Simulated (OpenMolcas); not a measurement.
**3d4 along the 22-electron sequence**

```json
{
  "Program": "OpenMolcas 26.06",
  "Method": "SS-RASPT2, IPEA 0.25 Eh, imaginary shift 0.1 Eh",
  "Basis": "ANO-RCC-VTZP",
  "Scalar Hamiltonian": "DKH2, point nucleus",
  "Spin-orbit coupling": "state interaction with AMFI integrals over the reference wave functions, term energies averaged over their components"
}
```

Active space for each ion: 10 electrons in 8 orbitals (RAS1 3p, at most 2 holes; RAS2 3d); closed shells correlated by CASPT2: 3s.

Computed levels in cm-1 above 5D0:

| Level | Cr2+ | Mn3+ | Fe4+ | Ni6+ | Cu7+ |
| --- | --- | --- | --- | --- | --- |
| 5D1 | 68.9 | 106 | 158 | 300 | 403 |
| 5D2 | 204 | 313 | 463 | 866 | 1154 |
| 5D3 | 400 | 610 | 899 | 1654 | 2180 |
| 5D4 | 651 | 988 | 1446 | 2620 | 3430 |
| 3P0(1) | 17120 | 21140 | 24890 | 30860 | 33590 |
| 3P1(1) | 17530 | 21780 | 25840 | 32640 | 35960 |
| 3H4 | 17640 | 21630 | 25440 | 32260 | 35540 |
| 3H5 | 17780 | 21860 | 25790 | 32940 | 36480 |
| 3H6 | 17940 | 22110 | 26160 | 33640 | 37410 |
| weight of 5D in the lowest level (%) | 100 | 100 | 100 | 99 | 99 |

Measured, with the error of the calculation in %. Measured levels: Cr2+ from Sugar and Corliss, J. Phys. Chem. Ref. Data 6, 317 (1977); Mn3+ from Corliss and Sugar, J. Phys. Chem. Ref. Data 6, 1253 (1977); Fe4+ from Corliss and Sugar, J. Phys. Chem. Ref. Data 11, 135 (1982); Ni6+ from Corliss and Sugar, J. Phys. Chem. Ref. Data 10, 197 (1981).

```json
{"Level": "5D1", "Cr2+": "62.2 (+10.7)", "Mn3+": "99.0 (+7.2)", "Fe4+": "142 (+11.3)", "Ni6+": "279 (+7.5)"}
{"Level": "5D2", "Cr2+": "183 (+11.2)", "Mn3+": "287 (+9.0)", "Fe4+": "417 (+11.1)", "Ni6+": "804 (+7.7)"}
{"Level": "5D3", "Cr2+": "357 (+12.1)", "Mn3+": "552 (+10.5)", "Fe4+": "803 (+11.9)", "Ni6+": "1520 (+8.8)"}
{"Level": "5D4", "Cr2+": "576 (+12.9)", "Mn3+": "886 (+11.6)", "Fe4+": "1283 (+12.7)", "Ni6+": "2392 (+9.6)"}
{"Level": "3P0(1)", "Cr2+": "16771 (+2.1)", "Mn3+": "20654 (+2.4)", "Fe4+": "24055 (+3.5)", "Ni6+": "30077 (+2.6)"}
{"Level": "3P1(1)", "Cr2+": "17169 (+2.1)", "Mn3+": "21279 (+2.3)", "Fe4+": "24973 (+3.5)", "Ni6+": "31836 (+2.5)"}
{"Level": "3H4", "Cr2+": "17274 (+2.1)", "Mn3+": "21281 (+1.7)", "Fe4+": "24932 (+2.0)", "Ni6+": "31672 (+1.9)"}
{"Level": "3H5", "Cr2+": "17397 (+2.2)", "Mn3+": "21475 (+1.8)", "Fe4+": "25226 (+2.2)", "Ni6+": "32286 (+2.0)"}
{"Level": "3H6", "Cr2+": "17531 (+2.3)", "Mn3+": "21679 (+2.0)", "Fe4+": "25528 (+2.5)", "Ni6+": "32877 (+2.3)"}
```

The fine-structure level 5D4 changes by a factor of 5.27 from Cr2+ to Cu7+. Its fourth root runs 5.05, 5.61, 6.17, 7.15, 7.65, with steps per unit of Z of 0.56, 0.56, 0.49, 0.50; equal steps would mean a (Z - σ)^4 law with constant σ.

3P0(1) changes by a factor of 1.96 over the same range, with steps per unit of Z of +4020, +3750, +2980, +2730 cm-1.

CASPT2 breaks the degeneracy within a term, and the mean is taken; among the terms shown or strongly mixed into the levels shown the widest spread is 77 cm-1 (3d4 3H, Mn3+). Active for correlation alone: 3p; no level in the range computed is led by a configuration that opens it, so any true level of that kind is missing. Computed and measured levels are paired by configuration, term and J; levels that our copy of the source lacks, or whose pairing is in doubt (as where it misses far off the trend of its configuration), stay unpaired and out of the deviations. Levels of configurations outside the active space are missing.

A number in round brackets counts repeated terms of one configuration in the order of the reference energies.
